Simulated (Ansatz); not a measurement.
# A basis-limit estimate, worked out

An elementary step of SiN2H10O2, closed shell (SiN₂H₆ ([NH2][SiH2][NH2]) + H₂O + H₂O → SiNH₅O ([NH2][SiH2][OH]) + H₂O + NH₃; bonds formed: Si1–O7, N2–H8, H6–O9; bonds broken: Si1–N2, H6–O7, H8–O9). “Start” is the structure reached by relaxing down from the saddle towards the reactants; PBE0-D4/def2-TZVP structures. The saddle:

| atom | x (Å) | y (Å) | z (Å) |
| --- | --- | --- | --- |
| Si1 | -0.7343 | 0.1946 | -0.6361 |
| N2 | 0.3333 | -1.2819 | -0.2679 |
| H3 | -1.4098 | -0.4882 | -1.8212 |
| H4 | -1.8697 | 0.1800 | 0.3270 |
| N5 | -0.1323 | 1.5066 | -1.5717 |
| H6 | 0.4470 | 0.1995 | 1.6436 |
| O7 | 0.2355 | 1.0390 | 0.8826 |
| H8 | 0.5015 | -1.3221 | 0.9817 |
| O9 | 0.7016 | -0.9353 | 2.1390 |
| H10 | -0.0805 | -2.1128 | -0.6761 |
| H11 | 1.2478 | -1.1757 | -0.6983 |
| H12 | 0.1046 | 2.4013 | -1.1771 |
| H13 | -0.4480 | 1.5830 | -2.5239 |
| H14 | 1.0793 | 1.4321 | 0.6430 |
| H15 | 0.0239 | -1.2202 | 2.7554 |

Computed with Ansatz 0.2.0 (basis: def2-TZVPP and def2-QZVPP); correlated methods freeze the cores.

Energies in eV:

| quantity | saddle | start |
| --- | --- | --- |
| Hartree–Fock, triple zeta (X = 3) | -15062.24860 | -15063.89848 |
| Hartree–Fock, quadruple zeta (X = 4) | -15062.84382 | -15064.51268 |
| MP2 correlation, X = 3 | -30.73509 | -29.90372 |
| MP2 correlation, X = 4 | -33.02185 | -32.19500 |
| CCSD(T) correlation, X = 3 | -32.80929 | -32.06203 |

(1) Work out the barrier at the basis limit: extrapolate Hartree–Fock as E(X) = E∞ + A exp(−7.88 √X) and the MP2 correlation as E(X) = E∞ + B X^−2.97 (the exponents that Neese and Valeev fitted for def2-TZVPP and QZVPP), then add CCSD(T) − MP2 in triple zeta.

The T1 diagnostic stays at or below 0.011.

Answers

(1) Each step is linear, so take the differences first (saddle − start): Hartree–Fock 1.64988 (X = 3) and 1.66886 (X = 4); MP2 correlation -0.83137 and -0.82685; CCSD(T) correlation -0.74726.
Two points give E∞ = E(4) + w [E(4) − E(3)], with w = 1/(exp(7.88 (2 − √3)) − 1) = 0.1377 for Hartree–Fock and w = 1/((4/3)^2.97 − 1) = 0.7407 for the correlation.
Hartree–Fock: 1.66886 + 0.1377 × 0.01898 = 1.6715 eV.
MP2 correlation: -0.82685 + 0.7407 × 0.00452 = -0.8235 eV.
CCSD(T) − MP2: -0.74726 − (-0.83137) = 0.0841 eV.
Sum: 1.6715 + (-0.8235) + 0.0841 = 0.9321 eV, or 21.49 kcal/mol. Plain CCSD(T) in triple zeta gives 0.9026 eV, so the larger basis shifts the result by 0.0295 eV.

The step is the kind of ligand exchange by which a precursor binds to a hydroxyl group, or is hydrolysed, in atomic layer deposition of oxides.

Labels in which every atom is bracketed show which atoms are joined, not bond orders.

For scale, one of the runs: CCSD(T)/def2-TZVPP, 306 basis functions, launched by `ansatz run in.yaml --threads 8 --pin off --events-out ev --progress --plain --max-ram 19148MiB`. Time: 4.9 min of wall clock on 8 CPU threads of an Intel Xeon; the host was shared. Peak host memory: 11 GiB.
